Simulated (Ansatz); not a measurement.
`CC(C#N)(C#N)C#N`, relaxed with RKS PBE0-D4/def2-TZVP in the Gaussian-basis code of Ansatz from a PBE-D4/def2-SVP geometry. The force threshold is 0.005 eV/Å; the program also tests the step.

The species carries charge 0 and has multiplicity 1.

Start:

```xyz
11

C    -0.469    1.024    0.579
C     0.109   -0.238   -0.135
C     1.543   -0.026   -0.456
N     2.670    0.182   -0.690
C    -0.019   -1.423    0.751
N    -0.139   -2.329    1.480
C    -0.636   -0.493   -1.393
N    -1.249   -0.656   -2.376
H    -1.536    0.855    0.814
H     0.093    1.204    1.515
H    -0.368    1.900   -0.089
```

(1) How much energy does the relaxation release, and in how many steps? (Best estimate.)

(2) Which bonds change most? (Estimate.)

(3) Give the relaxed structure. (An estimate is asked.)

## Answers

(1) Computed: 11.09 kJ/mol, in 3 steps.

(2) The calculation gave: C3–N4 from 1.169 to 1.147 Å; C5–N6 from 1.169 to 1.147 Å; C7–N8 from 1.169 to 1.147 Å; C1–H9 from 1.106 to 1.089 Å.

(3) The calculation gave: 
```xyz
11

C    -0.463    1.012    0.572
C     0.109   -0.239   -0.135
C     1.531   -0.024   -0.451
N     2.635    0.185   -0.678
C    -0.020   -1.410    0.747
N    -0.139   -2.296    1.465
C    -0.632   -0.486   -1.382
N    -1.236   -0.643   -2.345
H    -1.514    0.843    0.802
H     0.092    1.187    1.493
H    -0.363    1.872   -0.088
```
